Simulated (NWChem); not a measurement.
# CHI₂, doublet; SMILES I[CH]I

```xyz
4

I     -0.0691    -0.0001    -1.8122
C      0.8932     0.0289     0.0000
I     -0.0691    -0.0001     1.8122
H      1.9692    -0.1585     0.0000
```
Atoms are numbered in this order, from 1.

Program: NWChem. Spin-unrestricted. Medium grid unless said otherwise, to which SCAN and Minnesota functionals are sensitive. In the optimisation the excess spin sits in a' (Cs, its own frame). All runs use the structure optimised with PBE0/def2-SVP, spin-unrestricted. No frequency run checked for a minimum. No stability test was run on the SCF state. def2 effective core potentials on I; no spin-orbit coupling.

Question: Predict the results for r2SCAN/def2-SVP. Quantities: highest occupied level (eV); lowest empty minus highest occupied level, either spin (eV); dipole (D); <S²>.

Answer: 
```json
{
 "highest occupied level (eV)": "-5.19",
 "lowest empty minus highest occupied level, either spin (eV)": "2.40",
 "dipole (D)": "0.40",
 "<S²>": "0.759"
}
```
